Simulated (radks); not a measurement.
Results of a calculation; reference values are marked as such.
Question: Isoelectronic series with 23 electrons, all held in the configuration [Ar] 3d5, which need not be the ground one along the series. Level of theory: Dirac Kohn-Sham, LDA (Slater exchange, Perdew-Wang correlation), spin-unpolarised, spherical densities, finite nucleus; open shells fill j = l - 1/2 first; Fermi nuclear charge, rms radius of each element as measured or else 0.836 A^(1/3) + 0.57 fm (a radial shooting solver on a logarithmic mesh with Libxc functionals). Total energies (hartree) and mean radii <r> (bohr):

ion,E (hartree),3d5/2,3d3/2,3p3/2
Ge9+,-2064.56018,0.5889,0.5864,0.6010
As10+,-2217.42795,0.5546,0.5522,0.5729
Se11+,-2376.08885,0.5244,0.5220,0.5472
Br12+,-2540.56483,0.4975,0.4951,0.5237
Kr13+,-2710.87875,0.4735,0.4711,0.5022
Rb14+,-2887.05507,0.4518,0.4494,0.4824
Zr17+,-3451.01964,0.3977,0.3952,0.4312
Nb18+,-3650.91261,0.3826,0.3801,0.4165
Mo19+,-3856.80723,0.3686,0.3660,0.4027
Tc20+,-4068.73810,0.3556,0.3530,0.3898

Estimate the row of Sr15+.

Answer: E (hartree) -3069.11922; 3d5/2 0.4321; 3d3/2 0.4297; 3p3/2 0.4640.
